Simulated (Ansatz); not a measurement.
Geometry optimisation, Ansatz, RKS PBE-D4/def2-SVP.

Input:

```yaml
crystal:
  periodic: [false, false, false]
  atoms:
    - { symbol: Ge, position_ang: [0.0, 0.0, 0.0] }
    - { symbol: F, position_ang: [0.0, 0.0, 2.03] }
    - { symbol: F, position_ang: [1.5842, 0.0, -0.5594] }
    - { symbol: F, position_ang: [-0.7913, 1.3709, -0.5594] }
    - { symbol: O, position_ang: [-0.8337, -1.4443, -0.5894] }
    - { symbol: H, position_ang: [-1.2883, -1.91, 0.183] }
    - { symbol: Br, position_ang: [1.4092, -2.1399, 0.8514] }
    - { symbol: H, position_ang: [0.6522, -0.9904, 1.9769] }
basis:
  gaussian: { orbitals: def2-SVP }
hamiltonian:
  xc: pbe
  dispersion: d4
relax:
  f_tol: 0.15
  max_steps: 25
  restrain:
    - { distance: [0, 6], at: 3.6, k: 30.0 }
    - { distance: [7, 1], at: 2.12, k: 30.0 }
    - { distance: [0, 1], at: 1.68, k: 30.0 }
    - { distance: [7, 6], at: 1.55, k: 30.0 }
```

Run as:

```bash
$ ansatz run input.yaml --threads 4 --pin off --max-ram 5120MiB --backend cpu --events-out ev --progress --plain --runs-dir out
```

Problem. Where does it end, and by what steps?

Solution. The forces met the threshold. The restraints hold the end off the free minimum; the threshold counts their pulls, which the force column leaves out. Restrained pairs: Ge1–Br7 (2.70 → 3.60 Å), F2–H8 (1.19 → 2.12 Å), Ge1–F2 (2.03 → 1.71 Å), Br7–H8 (1.78 → 1.51 Å). After 13 steps the energy has fallen by 2.099 eV (the restraints' own energy left out); Br7 moved furthest, 0.87 Å.

```
step  energy less start (eV)  largest force component (eV/Å)  accepted
   0                  0.0000                           3.131       yes
   1                 -0.5823                           4.597       yes
   2                 -1.0806                           5.611       yes
   3                 -1.5491                           3.945       yes
   4                 -1.9041                           1.503       yes
   5                 -1.9756                           1.113       yes
   6                 -2.0100                           1.143       yes
   7                 -1.9273                           1.704        no
   8                 -2.0239                           1.139       yes
   9                 -2.0342                           1.168       yes
  10                 -2.0520                           1.124       yes
  11                 -2.0741                           1.152       yes
  12                 -2.0937                           1.069       yes
  13                 -2.0992                           1.127       yes
```

```xyz
8
Properties=species:S:1:pos:R:3
Ge -0.167 0.196 -0.053
F 0.146 0.361 1.625
F 1.377 0.326 -0.828
F -1.092 1.572 -0.524
O -1.083 -1.244 -0.442
H -0.610 -2.027 -0.074
Br 1.237 -2.775 1.427
H 0.924 -1.522 2.203
```

Run time: 24 s on 4 threads of Arm Neoverse V1 (shared host), peak memory 0.21 GiB.
